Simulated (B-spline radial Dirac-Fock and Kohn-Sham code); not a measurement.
These are calculated numbers from a B-spline atomic structure program; the model is Dirac-Fock energy differences between relaxed states, corrected for Breit and QED terms. Free neutral atoms.

Question: Order these X-ray lines by photon energy, lowest first.
A. Cd Lγ2
B. Cd Lα1
C. Sb Lη
D. In Lα2
E. La Lγ5
F. Ba Lη

Answer: B (3134.6 eV), D (3280.2 eV), C (3434.1 eV), A (3948.2 eV), F (4329.0 eV), E (5609.6 eV).
